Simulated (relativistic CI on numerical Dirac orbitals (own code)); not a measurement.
# Tc⁴⁺: M2,3 absorption edge

Computed with this model: Dirac-Coulomb-Breit CI, separate exchange-only KLI orbitals for each configuration, model QED, valence Slater integrals scaled by 0.8, multiplet model of core-to-valence dipole absorption; configurations [Kr] 4d3 → [Ne] 3s2 3p5 3d10 4s2 4p6 4d4; 80 K; Lorentzian 2 eV and Gaussian 0.4 eV FWHM. Energies are those of the free ion, without screening or charge transfer. The branching ratio is the share of the lower-energy edge in the whole absorption, uncertain by about 0.02 where the edges overlap. S is read from ⟨S²⟩ = S(S + 1).

Field parameters in Wybourne normalisation: D3d B²₀ = −7Dσ, B⁴₀ = −14Dq − 21Dτ, B⁴₃ = −14√(10/7) Dq. The field is a parameter set, without covalency.

free ion: ground-state S = 1.49, centroid 438.71 eV, branching ratio 0.828. Peaks (eV, height): 435.2 (100), 454.0 (12), 456.0 (19).

D3d, 10Dq = 22000, Dσ = -1200, Dτ = 70 cm⁻¹: ground-state S = 1.50, centroid 441.03 eV, branching ratio 0.736. Peaks (eV, height): 435.5 (100), 455.2 (39).

The statistical ratio of this edge is 2/3 = 0.667. Values above it arise where the holes sit mainly in the j = l + 1/2 valence subshell or the ground state has high spin; values below it where core-valence Coulomb terms move weight to the upper edge, as in nearly empty shells.

Strongest unbroadened transitions for D3d, 10Dq = 22000, Dσ = -1200, Dτ = 70 cm⁻¹:

```
Energy (eV)  Relative strength
     434.22               34.0
     434.25               21.8
     434.28               27.6
     434.89               19.9
     435.44               20.7
     435.45               44.6
     435.46              100.0
     435.47               26.5
     435.48               32.0
     435.51               53.4
     435.53               36.6
     435.65               41.8
     436.84               19.0
     436.93               29.1
     454.67               29.0
     455.12               27.2
     455.23               27.8
     455.50               26.0
```
